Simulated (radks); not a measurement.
Valence configurations of Pm II (all share [Xe]). Method: scalar-relativistic Kohn-Sham, PBE, spin-polarised, spherical densities, point nucleus; open shells are filled with parallel spins first (spin-orbit coupling, left out, can overturn this in heavy ions); computed with a radial shooting solver on a logarithmic mesh with Libxc functionals. Order these by energy: 4f4 6s1 6p1; 4f4 5d1 6s0.5 6p0.5; 4f6; 4f3 5d1 6s1 6p1; 4f5 6s1; 4f3 5d2 6s0.5 6p0.5; 4f5 6p1; 4f5 5d1; 4f4.5 5d0.5 6s1; 4f4 5d1 6s1.

Answer. From the lowest, in eV above it: 4f5 6s1 0.000; 4f5 5d1 1.149; 4f4.5 5d0.5 6s1 1.256; 4f6 1.662; 4f5 6p1 3.118; 4f4 5d1 6s1 3.533; 4f4 5d1 6s0.5 6p0.5 5.253; 4f4 6s1 6p1 7.145; 4f3 5d2 6s0.5 6p0.5 13.415; 4f3 5d1 6s1 6p1 16.412. NIST lists [Xe] 4f5 6s1 as the ground configuration; this level of theory agrees among the configurations tried. The energies are those of spherical high-spin densities, not of single terms.
